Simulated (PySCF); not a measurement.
CH₆ClFOSi₂, SMILES O[Si@@](C)([SiH2]F)Cl. Atoms are numbered in the order given.

```xyz
12

C      2.3688    -0.1760    -0.3149
Si     0.6117     0.1813     0.2235
O      0.5027     0.5563     1.8410
Cl    -0.0583     1.8021    -0.9264
Si    -0.8641    -1.5988    -0.1453
F     -2.3850    -1.1151     0.2023
H      2.7938    -1.0080     0.2698
H      3.0067     0.7114    -0.1699
H      2.4022    -0.4426    -1.3832
H      0.9151     1.3735     2.1484
H     -0.5429    -2.7775     0.7090
H     -0.8197    -2.0061    -1.5788
```
Charge 0, spin multiplicity 1.

Coordinates come from a B3LYP-D3(BJ)/def2-SVP optimisation. The structure was generated by enumeration; whether it is a known compound was not checked. Other conformers were not sampled.

All values below come from PBE0/pcSseg-1 in PySCF.

GIAO shieldings, no solvent; atoms listed in one row are averaged. δ = σ(ref) − σ: ¹³C against TMS (σ = 186.3 ppm); ²⁹Si against TMS (σ = 352.7 ppm); ¹⁷O against H2O (σ = 334.2 ppm); ³⁵Cl against HCl (σ = 945.9 ppm); ¹⁹F against CFCl3 (σ = 167.2 ppm); ¹H against TMS (σ = 31.56 ppm), references at their B3LYP-D3(BJ)/def2-TZVP geometries, non-relativistic (without spin–orbit terms, shifts of atoms bonded to Cl or Br come out too high).

Computed chemical shifts:
```json
[
 {"nucleus": "¹³C", "atoms": "C1", "count": "1", "δ (ppm)": "8.2"},
 {"nucleus": "²⁹Si", "atoms": "Si2", "count": "1", "δ (ppm)": "26.2"},
 {"nucleus": "²⁹Si", "atoms": "Si5", "count": "1", "δ (ppm)": "-2.0"},
 {"nucleus": "¹⁷O", "atoms": "O3", "count": "1", "δ (ppm)": "67.7"},
 {"nucleus": "³⁵Cl", "atoms": "Cl4", "count": "1", "δ (ppm)": "76.7"},
 {"nucleus": "¹⁹F", "atoms": "F6", "count": "1", "δ (ppm)": "-273.0"},
 {"nucleus": "¹H", "atoms": "H11", "count": "1", "δ (ppm)": "5.72"},
 {"nucleus": "¹H", "atoms": "H12", "count": "1", "δ (ppm)": "5.54"},
 {"nucleus": "¹H", "atoms": "H10", "count": "1", "δ (ppm)": "2.24"},
 {"nucleus": "¹H", "atoms": "H7, H8, H9", "count": "3", "δ (ppm)": "0.69"}
]
```
